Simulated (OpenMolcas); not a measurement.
Computed levels of 2s2 2p3 in ions with 7 electrons, in cm-1 above 4S* 3/2.

| Property | Result |
| --- | --- |
| Program | OpenMolcas |
| Method | CASSCF |
| Basis | ANO-R2 |
| Scalar Hamiltonian | X2C, finite nucleus |
| Spin-orbit coupling | state interaction with AMFI integrals over the reference wave functions, term energies averaged over their components |

Active space for each ion: 3 electrons in 3 orbitals (2p).

```
  Level      N    F2+   Ne3+
2D* 3/2  23010  37876  45077
2D* 5/2  23011  37882  45096
2P* 1/2  37992  62825  74852
2P* 3/2  37993  62834  74877
```

Estimate 2D* 3/2, 2D* 5/2 for O+ from its neighbours N and F2+.

2D* 3/2 is another term, which grows about linearly with the charge: (23010 + 37876) / 2 = 30443. The calculation gives 30579, so the estimate is off by -0.4 %; the measured value is 26831 (NIST Handbook of Basic Atomic Spectroscopic Data).
2D* 5/2 is another term, which grows about linearly with the charge: (23011 + 37882) / 2 = 30446. The calculation gives 30581, so the estimate is off by -0.4 %; the measured value is 26811 (NIST Handbook of Basic Atomic Spectroscopic Data).

With the s shell closed, the reference lacks s² → p² mixing. Without dynamic correlation excited terms often stand tens of per cent too high (terms of higher spin than the ground term too low), and those without a measured partner can miss by more than the paired ones (holds for N; O+). Measured partners are found by configuration, term and J. A level has none where our copy of the source lacks it or the pairing is in doubt (some pairs that miss far off the trend of their configuration count as doubtful), and it then counts in no deviation. Levels of configurations outside the active space are missing.

* marks odd parity.
